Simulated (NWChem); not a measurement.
System: SiH₂Cl, doublet; SMILES [SiH2]Cl

NWChem input:

```
start job
memory heap 200 mb stack 700 mb global 900 mb
geometry units angstroms noautoz
  Si     0.129910     1.026644     0.000000
  Cl    -0.001328    -1.051600     0.000000
  H     -0.546948     1.539381     1.225218
  H     -0.546948     1.539381    -1.225218
end
basis spherical
  Si library def2-svp
  Cl library def2-svp
  H library def2-svp
end
dft
  odft
  mult 2
  xc revpbe cpbe96
  iterations 150
  mulliken
end
task dft energy
```

Parts of the log:

```
             Northwest Computational Chemistry Package (NWChem) 7.3.0
             --------------------------------------------------------

 CS  symmetry detected

                             Geometry "geometry" -> ""
                             -------------------------

 Output coordinates in angstroms (scale by  1.889725989 to convert to a.u.)

  No.       Tag          Charge          X              Y              Z
 ---- ---------------- ---------- -------------- -------------- --------------
    1 Si                  14.0000     0.07562222    -1.04245661     0.00000000
    2 Cl                  17.0000     0.01032864     1.03890311     0.00000000
    3 H                    1.0000    -0.61714894    -1.53348015     1.22521800
    4 H                    1.0000    -0.61714894    -1.53348015    -1.22521800

 Effective nuclear repulsion energy (a.u.)      76.8031607604

      Symmetry information
      --------------------

 Group name             Cs
 Group number              2
 Group order               2
 No. of unique centers     3

  pbe96 is a nonlocal functional; adding pw91lda local functional.

                                 NWChem DFT Module
                                 -----------------

 Summary of "ao basis" -> "ao basis" (spherical)
 ------------------------------------------------------------------------------
       Tag                 Description            Shells   Functions and Types
 ---------------- ------------------------------  ------  ---------------------
 Si                         def2-svp                 8       18   4s3p1d
 Cl                         def2-svp                 8       18   4s3p1d
 H                          def2-svp                 3        5   2s1p

      Symmetry analysis of basis
      --------------------------

        a'         31
        a"         15

            General Information
            -------------------
          SCF calculation type: DFT
          Wavefunction type:  spin polarized.
          No. of atoms     :     4
          No. of electrons :    33
           Alpha electrons :    17
            Beta electrons :    16
          Charge           :     0
          Spin multiplicity:     2
          Use of symmetry is: on ; symmetry adaption is: on
          Maximum number of iterations: 150
          AO basis - number of functions:    46
                     number of shells:    22
          Convergence on energy requested:  1.00D-06
          Convergence on density requested:  1.00D-05
          Convergence on gradient requested:  5.00D-04

              XC Information
              --------------
                        RevPBE Exchange Functional  1.000
            Perdew 1991 LDA Correlation Functional  1.000 local
           PerdewBurkeErnz. Correlation Functional  1.000 non-local

             Grid Information
             ----------------
          Grid used for XC integration:  medium
          Radial quadrature: Mura-Knowles
          Angular quadrature: Lebedev.
          Tag              B.-S. Rad. Rad. Pts. Rad. Cut. Ang. Pts.
          ---              ---------- --------- --------- ---------
          Si                  1.10       88           7.0       590
          Cl                  1.00       88           9.0       590
          H                   0.35       45           8.0       434
          Grid pruning is: on
          Number of quadrature shells:   221
          Spatial weights used:  Erf1

      Superposition of Atomic Density Guess
      -------------------------------------

 Sum of atomic energies:        -749.06062155

      Non-variational initial energy
      ------------------------------

 Total energy =    -749.340207
 1-e energy   =   -1189.333541
 2-e energy   =     363.190173
 HOMO         =      -0.136154
 LUMO         =       0.076069

   Symmetry analysis of molecular orbitals - initial alpha
   -------------------------------------------------------

  Numbering of irreducible representations:

     1 a'          2 a"

  Orbital symmetries:

     1 a'          2 a'          3 a'          4 a'          5 a"
     6 a'          7 a'          8 a"          9 a'         10 a'
    11 a'         12 a'         13 a'         14 a"         15 a'
    16 a"         17 a'         18 a'         19 a'         20 a"
    21 a'         22 a"         23 a'         24 a'         25 a"
    26 a'         27 a'

   Symmetry analysis of molecular orbitals - initial beta
   ------------------------------------------------------

  Numbering of irreducible representations:

     1 a'          2 a"

  Orbital symmetries:

     1 a'          2 a'          3 a'          4 a'          5 a"
     6 a'          7 a'          8 a"          9 a'         10 a'
    11 a'         12 a'         13 a'         14 a"         15 a'
    16 a"         17 a'         18 a'         19 a'         20 a"
    21 a'         22 a"         23 a'         24 a'         25 a"
    26 a'         27 a'

     ---------------------------------------------
      Total Density - Mulliken Population Analysis
     ---------------------------------------------

    Atom       Charge   Shell Charges
 -----------   ------   -------------------------------------------------------
    1 Si  14    13.43   2.00  1.99  1.05  0.36  5.93  0.91  1.07  0.12
    2 Cl  17    17.41   2.00  1.99  1.22  0.72  5.94  2.16  3.37  0.01
    3 H    1     1.08   0.69  0.38  0.01
    4 H    1     1.08   0.69  0.38  0.01

     --------------------------------------------
      Spin Density - Mulliken Population Analysis
     --------------------------------------------

    Atom       Charge   Shell Charges
 -----------   ------   -------------------------------------------------------
    1 Si  14     0.81   0.00  0.00  0.09  0.09  0.00  0.20  0.42  0.00
    2 Cl  17     0.07   0.00  0.00  0.00 -0.00  0.00  0.03  0.03  0.00
    3 H    1     0.06   0.03  0.03  0.00
    4 H    1     0.06   0.03  0.03  0.00

   convergence    iter        energy       DeltaE   RMS-Dens  Diis-err
 ---------------- ----- ----------------- --------- --------- ---------
 d= 0,ls=0.0,diis     1   -750.4652399673 -8.27D+02  1.13D-02  6.73D-02
                                                     1.02D-02  6.16D-02
 d= 0,ls=0.0,diis     2   -750.4411302158  2.41D-02  7.53D-03  7.81D-02
                                                     8.33D-03  8.05D-02
 d= 0,ls=0.0,diis     3   -750.4925207219 -5.14D-02  2.30D-03  9.95D-03
                                                     2.17D-03  9.58D-03
 d= 0,ls=0.0,diis     4   -750.4986204831 -6.10D-03  5.70D-04  3.30D-04
                                                     4.20D-04  2.94D-04
 d= 0,ls=0.0,diis     5   -750.4987996254 -1.79D-04  1.29D-04  1.67D-05
                                                     1.05D-04  1.54D-05
  Resetting Diis
 d= 0,ls=0.0,diis     6   -750.4988109894 -1.14D-05  2.60D-05  8.54D-07
                                                     2.44D-05  7.70D-07
 d= 0,ls=0.0,diis     7   -750.4988117540 -7.65D-07  9.99D-06  3.14D-08
                                                     5.59D-06  2.94D-08

         Total DFT energy =     -750.498811754047
      One electron energy =    -1190.181622327793
           Coulomb energy =      412.611902332229
    Exchange-Corr. energy =      -49.732252518867
 Nuclear repulsion energy =       76.803160760385

 Numeric. integr. density =       32.999995155721

                  Occupations of the irreducible representations
                  ----------------------------------------------

                     irrep           alpha         beta
                     --------     --------     --------
                     a'               13.0         12.0
                     a"                4.0          4.0

                    DFT Final Alpha Molecular Orbital Analysis
                    ------------------------------------------

 Vector   15  Occ=1.000000D+00  E=-3.052284D-01  Symmetry=a'
              MO Center=  8.5D-02,  6.9D-01, -1.7D-13, r^2= 1.7D+00
   Bfn.  Coefficient  Atom+Function         Bfn.  Coefficient  Atom+Function
  ----- ------------  ---------------      ----- ------------  ---------------
    29      0.556387  2 Cl px                26      0.425310  2 Cl px
    23      0.248114  2 Cl px                11      0.190594  1 Si px
     8      0.148543  1 Si px                30      0.124055  2 Cl py
     3      0.105196  1 Si s                 27      0.100747  2 Cl py
     5     -0.080944  1 Si px                 9     -0.064021  1 Si py

 Vector   16  Occ=1.000000D+00  E=-2.772095D-01  Symmetry=a"
              MO Center= -1.0D-01,  4.4D-01,  2.2D-15, r^2= 2.5D+00
   Bfn.  Coefficient  Atom+Function         Bfn.  Coefficient  Atom+Function
  ----- ------------  ---------------      ----- ------------  ---------------
    31      0.583373  2 Cl pz                28      0.430348  2 Cl pz
    25      0.250519  2 Cl pz                37     -0.184112  3 H  s
    42      0.184112  4 H  s                 38     -0.150120  3 H  s
    43      0.150120  4 H  s                 10     -0.115772  1 Si pz
    15      0.072595  1 Si d -1               7      0.059883  1 Si pz

 Vector   17  Occ=1.000000D+00  E=-1.966776D-01  Symmetry=a'
              MO Center=  3.7D-01, -8.7D-01,  5.5D-14, r^2= 2.8D+00
   Bfn.  Coefficient  Atom+Function         Bfn.  Coefficient  Atom+Function
  ----- ------------  ---------------      ----- ------------  ---------------
    11      0.430733  1 Si px                 8      0.376735  1 Si px
     4      0.349259  1 Si s                 29     -0.327278  2 Cl px
     3      0.290107  1 Si s                 26     -0.209627  2 Cl px
     5     -0.191629  1 Si px                 2      0.162234  1 Si s
    38     -0.162573  3 H  s                 43     -0.162573  4 H  s

[...]
```

Level: revPBE/def2-SVP, spin-unrestricted. In the optimisation the excess spin sits in a' (Cs, its own frame). The geometry was optimised at B3LYP/6-31G* (spherical d), spin-unrestricted. No stability test was run on the SCF state.
